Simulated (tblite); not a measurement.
Record of a relaxation.

C₄H₆GeNSi (doublet state).
SMILES with atom numbers: `[N:1]#[C:2][GeH2:3][C:4]#[C:5][CH2:6][SiH2:7]` (hydrogens: H8, H9 on Ge3; H10, H11 on C6; H12, H13 on Si7)
Bond orders are those of one Lewis drawing.

Computed with GFN2-xTB (tblite), gas phase: L-BFGS steps from a force-field or distance-geometry start until the largest atomic force falls under 0.01 eV/Å. 9 of its 52 geometries are shown.

Step 0: E = -489.9287 eV, largest atomic force 1.314 eV/Å
```
atom  x, y, z in Å  |  force x, y, z in eV/Å
N1      3.551    0.568   -1.808   -0.526  -0.603   0.646
C2      3.008   -0.130   -1.068    0.695   0.703  -0.771
Ge3     2.155   -1.293    0.171   -0.422  -0.648   0.622
C4      0.374   -0.676    0.442    0.637  -0.161  -0.123
C5     -0.754   -0.297    0.635   -1.247   0.306   0.229
C6     -2.126    0.176    0.840    0.440  -0.958   0.785
Si7    -2.423    1.713   -0.184    0.342   0.741  -0.546
H8      2.920   -1.281    1.518   -0.212   0.049  -0.590
H9      2.119   -2.730   -0.408    0.094   0.606   0.160
H10    -2.269    0.414    1.921    0.083  -0.364  -0.638
H11    -2.840   -0.617    0.540    0.411   0.252   0.318
H12    -1.480    2.758    0.221   -0.153   0.058   0.032
H13    -2.240    1.396   -1.594   -0.141   0.021  -0.125
```

Step 6: E = -490.0539 eV, largest atomic force 0.431 eV/Å
```
atom  x, y, z in Å  |  force x, y, z in eV/Å
N1      3.538    0.559   -1.798   -0.105  -0.145   0.147
C2      3.017   -0.143   -1.056   -0.004   0.019  -0.003
Ge3     2.119   -1.308    0.195    0.101   0.145  -0.143
C4      0.371   -0.672    0.442   -0.405   0.125   0.078
C5     -0.770   -0.311    0.648    0.357  -0.142  -0.039
C6     -2.109    0.160    0.850   -0.094  -0.073   0.099
Si7    -2.383    1.728   -0.209    0.159   0.034  -0.092
H8      2.904   -1.276    1.467    0.039   0.032   0.039
H9      2.128   -2.680   -0.397    0.001  -0.048  -0.055
H10    -2.263    0.381    1.908    0.029  -0.019   0.024
H11    -2.816   -0.621    0.567    0.005  -0.042  -0.002
H12    -1.483    2.786    0.230   -0.028   0.080   0.005
H13    -2.256    1.398   -1.622   -0.053   0.035  -0.057
```

Step 13: E = -490.0637 eV, largest atomic force 0.056 eV/Å
```
atom  x, y, z in Å  |  force x, y, z in eV/Å
N1      3.532    0.551   -1.791   -0.013  -0.008   0.011
C2      3.008   -0.146   -1.049   -0.010   0.002   0.000
Ge3     2.118   -1.305    0.193    0.012   0.013  -0.012
C4      0.366   -0.671    0.445   -0.015  -0.017   0.020
C5     -0.773   -0.323    0.657    0.029  -0.045   0.017
C6     -2.112    0.152    0.857    0.018   0.004  -0.009
Si7    -2.346    1.722   -0.220   -0.008   0.002   0.001
H8      2.909   -1.265    1.466    0.003   0.007  -0.003
H9      2.129   -2.678   -0.408    0.000   0.006  -0.008
H10    -2.261    0.375    1.916   -0.021  -0.005  -0.026
H11    -2.818   -0.631    0.570    0.000   0.029   0.019
H12    -1.488    2.809    0.230   -0.005  -0.007  -0.022
H13    -2.268    1.409   -1.641    0.009   0.019   0.011
```

Step 19: E = -490.0647 eV, largest atomic force 0.038 eV/Å
```
atom  x, y, z in Å  |  force x, y, z in eV/Å
N1      3.529    0.551   -1.790   -0.006   0.013  -0.008
C2      3.002   -0.144   -1.049    0.008   0.010  -0.009
Ge3     2.121   -1.306    0.193   -0.023  -0.018   0.024
C4      0.367   -0.682    0.453   -0.006  -0.018   0.016
C5     -0.772   -0.336    0.666   -0.009   0.008  -0.002
C6     -2.109    0.150    0.857   -0.009   0.012  -0.004
Si7    -2.343    1.721   -0.221   -0.001  -0.011   0.005
H8      2.913   -1.260    1.465    0.007  -0.006  -0.014
H9      2.131   -2.676   -0.415    0.014   0.007   0.004
H10    -2.266    0.377    1.913    0.008   0.003   0.002
H11    -2.822   -0.626    0.572    0.002  -0.004  -0.007
H12    -1.489    2.813    0.222    0.009   0.005   0.000
H13    -2.266    1.418   -1.642    0.005  -0.001  -0.006
```

Step 26: E = -490.0653 eV, largest atomic force 0.022 eV/Å
```
atom  x, y, z in Å  |  force x, y, z in eV/Å
N1      3.519    0.557   -1.791   -0.012   0.001   0.004
C2      2.996   -0.140   -1.048   -0.021   0.007   0.003
Ge3     2.119   -1.307    0.195    0.010  -0.013   0.005
C4      0.361   -0.700    0.469    0.019   0.001  -0.009
C5     -0.776   -0.340    0.670    0.009  -0.001  -0.003
C6     -2.111    0.152    0.857    0.002  -0.004   0.002
Si7    -2.339    1.721   -0.223   -0.007   0.009  -0.005
H8      2.922   -1.262    1.461   -0.002  -0.004  -0.006
H9      2.141   -2.675   -0.418    0.003   0.005   0.005
H10    -2.267    0.380    1.912   -0.009   0.006   0.008
H11    -2.824   -0.623    0.570   -0.011  -0.002  -0.002
H12    -1.486    2.815    0.216    0.014   0.006   0.011
H13    -2.261    1.423   -1.645    0.004  -0.012  -0.014
```

Step 32: E = -490.0658 eV, largest atomic force 0.031 eV/Å
```
atom  x, y, z in Å  |  force x, y, z in eV/Å
N1      3.502    0.564   -1.789   -0.021   0.009   0.003
C2      2.979   -0.133   -1.046   -0.001  -0.014   0.010
Ge3     2.120   -1.312    0.199    0.010   0.020  -0.021
C4      0.361   -0.712    0.478   -0.008   0.008  -0.003
C5     -0.775   -0.342    0.672   -0.014  -0.002   0.009
C6     -2.110    0.154    0.855    0.000  -0.003   0.001
Si7    -2.333    1.723   -0.227    0.021   0.003  -0.007
H8      2.932   -1.266    1.456    0.002   0.002   0.017
H9      2.152   -2.677   -0.418   -0.007  -0.013  -0.004
H10    -2.271    0.384    1.910    0.012   0.005  -0.005
H11    -2.827   -0.619    0.569    0.010   0.002  -0.009
H12    -1.477    2.816    0.216   -0.008  -0.020  -0.008
H13    -2.255    1.420   -1.650    0.005   0.001   0.019
```

Step 38: E = -490.0666 eV, largest atomic force 0.052 eV/Å
```
atom  x, y, z in Å  |  force x, y, z in eV/Å
N1      3.454    0.586   -1.786   -0.011   0.013  -0.005
C2      2.953   -0.126   -1.042    0.025   0.023  -0.026
Ge3     2.121   -1.319    0.203   -0.031  -0.022   0.035
C4      0.359   -0.724    0.488    0.002  -0.005   0.003
C5     -0.776   -0.350    0.679    0.023  -0.003  -0.009
C6     -2.108    0.156    0.852    0.009  -0.001   0.000
Si7    -2.315    1.723   -0.235   -0.021  -0.020   0.016
H8      2.943   -1.270    1.456   -0.019   0.003  -0.006
H9      2.163   -2.682   -0.420   -0.014   0.007   0.005
H10    -2.272    0.394    1.905   -0.006  -0.017  -0.001
H11    -2.829   -0.611    0.562    0.001  -0.004   0.017
H12    -1.460    2.809    0.215    0.030   0.028   0.001
H13    -2.237    1.413   -1.653    0.013  -0.001  -0.032
```

Step 45: E = -490.0678 eV, largest atomic force 0.027 eV/Å
```
atom  x, y, z in Å  |  force x, y, z in eV/Å
N1      3.363    0.635   -1.784    0.011  -0.003  -0.003
C2      2.916   -0.110   -1.038   -0.025  -0.001   0.011
Ge3     2.121   -1.330    0.211    0.008   0.000  -0.005
C4      0.358   -0.750    0.508    0.007   0.000  -0.003
C5     -0.774   -0.361    0.687   -0.004   0.007  -0.005
C6     -2.103    0.157    0.849   -0.007  -0.001   0.004
Si7    -2.285    1.722   -0.247    0.015  -0.007   0.000
H8      2.949   -1.275    1.460   -0.009  -0.001  -0.011
H9      2.168   -2.690   -0.419   -0.003   0.015   0.008
H10    -2.273    0.399    1.900    0.003   0.004   0.009
H11    -2.828   -0.605    0.559   -0.004  -0.007  -0.006
H12    -1.420    2.804    0.205   -0.003  -0.015  -0.014
H13    -2.196    1.404   -1.666    0.010   0.007   0.016
```

Step 51: E = -490.0681 eV, largest atomic force 0.008 eV/Å
```
atom  x, y, z in Å  |  force x, y, z in eV/Å
N1      3.344    0.644   -1.783    0.000  -0.004   0.003
C2      2.900   -0.103   -1.037    0.006   0.000  -0.002
Ge3     2.119   -1.330    0.212    0.001   0.004  -0.004
C4      0.356   -0.755    0.512   -0.003   0.002   0.000
C5     -0.774   -0.364    0.689   -0.006  -0.001   0.003
C6     -2.102    0.156    0.850   -0.004   0.000   0.001
Si7    -2.276    1.720   -0.249    0.002   0.004  -0.003
H8      2.949   -1.276    1.459    0.004   0.006   0.001
H9      2.168   -2.689   -0.417    0.000   0.000  -0.007
H10    -2.272    0.400    1.901   -0.006  -0.001   0.001
H11    -2.828   -0.605    0.558   -0.006   0.001   0.004
H12    -1.407    2.800    0.198    0.006  -0.005   0.002
H13    -2.181    1.404   -1.667    0.005  -0.006   0.001
```

**Question.** Summarise the path.

**Answer.** The energy falls by 3.21 kcal/mol from step 0 to step 51; nine tenths of that is first reached at step 7. It rises by more than 0.2 meV at step 3. The largest force goes from 1.314 to 0.008 eV/Å. Among the bonds Ge3–H9 changes most, from 1.551 to 1.498 Å; the atoms move by 0.104 Å rms after alignment.

The cost below is that of the whole relaxation. The run took 0.36 s wall on an Arm Neoverse V1 with one thread (shared host).
